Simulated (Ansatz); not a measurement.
This singlet lies 0.65 eV below the relaxed triplet at the level frozen-core CCSD(T)/cc-pVTZ // PBE0-D3(BJ)/def2-TZVP (Ansatz, a first-principles code).

Species: H₄GeSi, SMILES `[SiH3][GeH]` (lower singlet) (charge 0, multiplicity 1).

Task: Give a relaxed geometry from PBE0-D3(BJ)/def2-TZVP in Ansatz.

Result: the end point of this relaxation (outside a Z-matrix the atoms follow the SMILES, hydrogens last).
Bonds (Å): Si1–Ge2 2.452, Si1–H3 1.493, Si1–H4 1.489, Si1–H5 1.493, Ge2–H6 1.596. Angles (°): Ge2–Si1–H3 109.2, Ge2–Si1–H4 114.3, Ge2–Si1–H5 109.7, H3–Si1–H4 107.8, H3–Si1–H5 107.9, H4–Si1–H5 107.8, Si1–Ge2–H6 87.2.
